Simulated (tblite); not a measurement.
Compound: C3H5F3OSi2.
Atom-mapped SMILES: `[O:1]=[CH:2]/[C:3]([SiH3:4])=[CH:5]\[Si:6]([F:7])([F:8])[F:9]` (hydrogens: H10 on C2; H11, H12, H13 on Si4; H14 on C5)

Structure optimised with GFN2-xTB, isolated species.

Question: Give the optimised bond lengths and angles.

Answer: 
```json
{"bond": "O1=C2", "length (pm)": "121.0"}
{"bond": "C2–C3", "length (pm)": "146.4"}
{"bond": "C3–Si4", "length (pm)": "189.1"}
{"bond": "C3=C5", "length (pm)": "134.2"}
{"bond": "C5–Si6", "length (pm)": "188.2"}
{"bond": "Si6–F7, Si6–F9", "length (pm)": "158.8"}
{"bond": "Si6–F8", "length (pm)": "160.3"}
{"bond": "C2–H10", "length (pm)": "110.0"}
{"bond": "Si4–H11, Si4–H12, Si4–H13", "length (pm)": "146.3"}
{"bond": "C5–H14", "length (pm)": "107.9"}
```

Bonds in one row agree within 1 pm and their mean is given. A selection of angles:
```json
{"angle": "O1–C2–C3", "degrees": "122.6"}
{"angle": "C2–C3–Si4", "degrees": "119.9"}
{"angle": "C2–C3–C5", "degrees": "114.0"}
{"angle": "Si4–C3–C5", "degrees": "126.1"}
{"angle": "C3–C5–Si6", "degrees": "122.3"}
{"angle": "C5–Si6–F7", "degrees": "118.5"}
{"angle": "C5–Si6–F8", "degrees": "103.0"}
{"angle": "C5–Si6–F9", "degrees": "118.5"}
{"angle": "F7–Si6–F8", "degrees": "100.1"}
{"angle": "F7–Si6–F9", "degrees": "112.1"}
```

Torsions: O1–C2–C3–Si4 180° (antiperiplanar); C2–C3–C5–Si6 0° (synperiplanar); C3–C5–Si6–F7 71° (synclinal).

Si6 and O1 aren't drawn bonded (4 bonds apart) but lie 2.40 Å from each other; Cordero's covalent radii sum to 1.77 Å. Si4 (SiH3 silicon) is tetrahedral (angles from 107.8° to 111.5°). The C–C distances run from 1.342 Å (C3=C5, drawn double) to 1.464 Å (C2–C3, drawn single), a spread of 0.122 Å. Si6 (fluorine-bound silicon) is distorted tetrahedral (angles from 100.1° to 118.5°). Of the pairs four or more bonds apart, those above aside, O1···F7 is among the closest relative to their van der Waals radii: 2.65 Å, 89 % of the sum of Bondi's values.

Point group: Cs (tolerance 0.08 Å). Its GFN2-xTB frequencies are all real (lowest 33 cm⁻¹). One conformer, not necessarily the lowest. 2 starts were optimised and ended at 0.00 and 2.10 kcal/mol (GFN2-xTB); the lowest of these is shown.

All values are computed, not measured.
